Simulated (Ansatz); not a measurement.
Ligand exchange: SiH3Br + Cd(CH3)(OH) → SiH3(OH) + Cd(CH3)Br

Species: SiH3Br `[SiH3]Br`, singlet; Cd(CH3)(OH), singlet; SiH3(OH) (silanol), singlet; Cd(CH3)Br, singlet. The partners trade Br for OH: Si–Br and Cd–OH bonds give way to Si–OH and Cd–Br.

Shapes, held fixed at every level: PBE0-D4/def2-TZVP. Programs: Ansatz 0.2.0. Electronic energies: no zero-point or thermal term.

```
             level                    kind  ΔE (kJ/mol)  less CCSD(T)/def2-TZVPP
       HF/def2-SVP            Hartree–Fock       -169.8                    -34.6
  SPW92/def2-TZVPP                     LDA       -123.2                    +12.0
wB97X-V/def2-TZVPP  range-separated hybrid       -136.4                     -1.2
 B2PLYP/def2-TZVPP           double hybrid       -136.5                     -1.3
    MP2/def2-TZVPP     perturbation theory       -133.2                     +2.0
     CCSD/def2-SVP   coupled cluster or CI       -143.3                     -8.1
CCSD(T)/def2-TZVPP   coupled cluster or CI       -135.2                      0.0
```

The highest level, CCSD(T)/def2-TZVPP, gives ΔE = -135.2 kJ/mol; the levels span -169.8 to -123.2. The column of differences is taken from that level and isn't an error. No measured value is set beside it here. For atoms past krypton def2 sets carry core potentials with scalar relativity. Relativity is left out for Br. Outer-core shells of Br, Cd are correlated in most correlated rows, in sets that cover them unevenly.
